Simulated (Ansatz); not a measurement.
`CC[SiH2]P` + `C[SiH2]C#N` → `N#C[SiH2]P` + `CC[SiH2]C`  (redistribution)

Computed with Ansatz on PBE0-D4/def2-TZVP structures; ΔE is electronic, products minus reactants. CBS: MP2 limit from def2 TZ/QZ plus the TZ coupled-cluster correction, frozen cores. Functionals use def2-TZVPP. B3LYP here is the variant with VWN-RPA as its local correlation; programs differ in this. One conformer a species, not always the lowest.

`CC[SiH2]P`:

```xyz
13

C     1.078    1.072    0.785
C    -0.145    1.183   -0.121
Si   -1.090   -0.427   -0.320
P     0.269   -1.988   -1.228
H     1.580    2.035    0.901
H     1.812    0.370    0.381
H     0.805    0.720    1.784
H     0.147    1.530   -1.118
H    -0.843    1.932    0.270
H    -1.637   -0.861    0.997
H    -2.230   -0.251   -1.262
H    -0.675   -3.037   -1.066
H     0.929   -2.280   -0.004
```

`C[SiH2]C#N`:

Cartesian coordinates in Å:
```
C 0.501 0.960 -0.644
Si 0.275 -0.476 0.515
C -1.474 -1.080 0.384
N -2.565 -1.439 0.286
H -0.178 1.775 -0.386
H 0.303 0.659 -1.674
H 1.526 1.333 -0.585
H 0.475 -0.101 1.934
H 1.136 -1.630 0.169
```

`N#C[SiH2]P`:

```xyz
8

N    -2.654   -1.154    0.499
C    -1.530   -0.905    0.460
Si    0.265   -0.468    0.361
P     0.376    1.672   -0.314
H     0.887   -1.459   -0.547
H     0.818   -0.599    1.728
H     0.061    1.337   -1.658
H     1.778    1.576   -0.530
```

`CC[SiH2]C`:

```xyz
14

C     0.309    0.670   -1.660
C    -0.222    1.172   -0.320
Si    0.255    0.091    1.140
C    -0.394   -1.656    0.952
H    -0.081   -0.322   -1.901
H     0.030    1.336   -2.481
H     1.400    0.598   -1.654
H    -1.315    1.248   -0.348
H     0.144    2.185   -0.122
H     1.742    0.054    1.255
H    -0.281    0.689    2.396
H    -1.484   -1.661    0.870
H    -0.119   -2.268    1.815
H     0.015   -2.135    0.059
```

| level | ΔE (kcal/mol) | difference from CCSD(T)/CBS |
| --- | --- | --- |
| LDA (SPW92) | 2.1 | -0.1 |
| B97M-V | 2.0 | -0.2 |
| PBE0-D4 | 2.2 | 0.0 |
| B3LYP-D4 | 2.1 | -0.1 |
| ωB97M-V | 2.1 | -0.1 |
| B2PLYP | 2.0 | -0.2 |
| PBE-QIDH | 2.2 | 0.0 |
| r2SCANh | 2.2 | 0.0 |
| r2SCAN0 | 2.2 | 0.0 |
| MP2/def2-TZVPP | 2.2 | 0.0 |
| CCSD(T)/CBS | 2.2 | 0 |

Largest T1 diagnostic among the species: 0.014.

Leaving LDA and LC-ωPBE aside and taking each functional with its dispersion term where it has one, the values, not all of them listed here, spread over 0.4 kcal/mol, from BLYP-D4 to r2SCAN0-D4.
